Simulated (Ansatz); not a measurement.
Total energies of GeEt3(SiMe3) (C₉H₂₄GeSi) from Ansatz at PBE0-D4/def2-SVP, gas phase (1 Eh = 27.2114 eV = 2625.5 kJ/mol). The reference geometry is relaxed at PBE-D4/def2-SVP.

```csv
atom,x (Å),y (Å),z (Å)
Ge1,0.676,-0.347,-0.400
C2,2.298,-0.255,0.753
C3,2.135,-0.944,2.111
H4,2.555,0.818,0.887
H5,3.139,-0.705,0.180
H6,3.057,-0.879,2.727
H7,1.314,-0.490,2.707
H8,1.894,-2.023,2.003
C9,0.329,-2.259,-0.838
C10,-0.915,-2.484,-1.704
H11,0.242,-2.814,0.121
H12,1.238,-2.655,-1.342
H13,-1.075,-3.559,-1.935
H14,-1.837,-2.119,-1.203
H15,-0.845,-1.950,-2.676
C16,1.061,0.623,-2.098
C17,1.324,2.121,-1.913
H18,0.200,0.458,-2.782
H19,1.934,0.125,-2.575
H20,1.539,2.630,-2.876
H21,0.451,2.638,-1.460
H22,2.191,2.310,-1.245
Si23,-1.216,0.625,0.720
C24,-2.002,-0.652,1.891
C25,-0.663,2.137,1.733
C26,-2.513,1.174,-0.559
H27,-2.887,-0.223,2.407
H28,-1.283,-0.983,2.668
H29,-2.338,-1.553,1.338
H30,0.095,1.857,2.493
H31,-0.215,2.916,1.083
H32,-1.525,2.593,2.265
H33,-2.092,1.920,-1.264
H34,-2.877,0.314,-1.158
H35,-3.390,1.636,-0.060
```

```csv
state,geometry,energy (Eh)
charge 0 singlet,reference,-2722.55817
charge 1 doublet,reference,-2722.25288
charge -1 doublet,reference,-2722.47183
free Ge atom (triplet),–,-2076.39507
free C atom (triplet),–,-37.76066
free H atom (doublet),–,-0.50029
free Si atom (triplet),–,-289.15194
```

Task: Work out the vertical ionisation energy to the doublet.

Result: E(charge 1 doublet) − E(charge 0 singlet) = -2722.25288 − (-2722.55817) = 0.30529 Eh = 8.31 eV. For comparison, −ε of the highest occupied level is 6.70 eV at this level, 1.61 eV less.

Task: Work out the vertical electron affinity, to the doublet.

Result: E(charge 0 singlet) − E(charge -1 doublet) = -2722.55817 − (-2722.47183) = -0.08634 Eh = -2.35 eV; negative, so the extra electron isn't bound. The basis lacks diffuse functions, which makes affinities too small.

Task: Give the fundamental gap IE − EA, the Mulliken electronegativity (IE + EA)/2 and the hardness (IE − EA)/2.

Result: From the values in Eh: IE − EA = 0.30529 − (-0.08634) = 0.39163 Eh = 10.66 eV; (IE + EA)/2 = 2.98 eV; (IE − EA)/2 = 5.33 eV. The HOMO–LUMO gap of the same run is 7.84 eV, 2.82 eV smaller than the fundamental gap.

Task: What is the binding energy per atom against free atoms?

Result: Atoms: 1 × (-2076.39507) + 9 × (-37.76066) + 24 × (-0.50029) + 1 × (-289.15194) = -2717.39991 Eh. Binding: -2717.39991 − (-2722.55817) = 5.15826 Eh = 140.36 eV, or 4.01 eV for each of 35 atoms (no zero-point energy, no counterpoise term).

At PBE0-D4/def2-SVP the highest occupied level of the charge -1 doublet lies above zero (up to 3.68 eV). By energy differences it is unbound by 2.35 eV (vertical, to the charge 0 singlet, at PBE0-D4/def2-SVP) and held by the finite basis.
